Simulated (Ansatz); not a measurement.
Reaction (homolysis of the O–Si bond): `[OH][GeH2][O][SiH3]` → `[O][GeH2][OH]`• + `[SiH3]`•

Isolated molecules relaxed with PBE0-D4/def2-TZVP in Ansatz; ΔE leaves out vibrations. CBS: MP2 limit from def2 TZ/QZ plus the TZ coupled-cluster correction, frozen cores. This one scheme is used for every species. Functionals use def2-TZVPP. No spin–orbit coupling; open shells (•) take unrestricted orbitals. For Ge outer-core shells are correlated without core-valence functions, which leaves a few kJ/mol of doubt a bond. Scalar relativity is left out up to krypton. Each species was taken in one conformer, which may not be the lowest.

`[OH][GeH2][O][SiH3]`:

```xyz
10

O    -0.344    1.517   -1.517
Ge   -1.257    0.270   -0.653
O    -0.119   -0.852    0.105
Si    1.138   -0.672    1.141
H     0.129    1.179   -2.281
H    -2.086   -0.593   -1.612
H    -2.037    1.030    0.423
H     2.386   -0.336    0.406
H     1.329   -1.955    1.862
H     0.862    0.411    2.126
```

`[O][GeH2][OH]`•:

Cartesian coordinates in Å:
```
O -1.768 -0.470 0.256
Ge -0.220 0.334 -0.145
O 1.144 -0.423 0.688
H -0.142 0.147 -1.671
H -0.240 1.774 0.366
H 1.225 -1.363 0.506
```

`[SiH3]`•:

```xyz
4

Si    0.244    0.134    0.192
H    -0.298   -1.048    0.912
H     0.855   -0.259   -1.104
H    -0.801    1.174    0.001
```

(1) What is ΔE at CCSD(T)/CBS? (An estimate is asked.)

(2) What do these levels give: PBE0-D4, r2SCAN, PBE0, SCS-MP2/def2-TZVPP, CCSD(T)/def2-TZVPP, HF/CBS(def2)? (An estimate is asked.)

Largest T1 diagnostic among the species: 0.015.

## Answers

(1) The calculation gave: +553.9 kJ/mol.

(2) Computed: PBE0-D4 516.6, r2SCAN 508.5, PBE0 509.5, SCS-MP2/def2-TZVPP 563.3, CCSD(T)/def2-TZVPP 536.6, HF/CBS(def2) 414.8 kJ/mol.

The D4 term adds +12.7 kJ/mol with B3LYP and +7.0 kJ/mol with PBE0; it sums over pairs of atoms, weighted by their polarisabilities, and B3LYP, whose exchange is more repulsive, gets the larger term. In def2-TZVPP, CCSD(T) changes the Hartree–Fock value by +124.0 kJ/mol (the triples alone add +8.7 kJ/mol) and MP2 by +162.7 kJ/mol; breaking electron pairs costs correlation energy, which Hartree–Fock lacks. From PBE to PBE0 (25 % exact exchange), in def2-TZVPP and without D4, ΔE moves by +6.4 kJ/mol.

B3LYP here is the variant with VWN-RPA as its local correlation; programs differ in this.
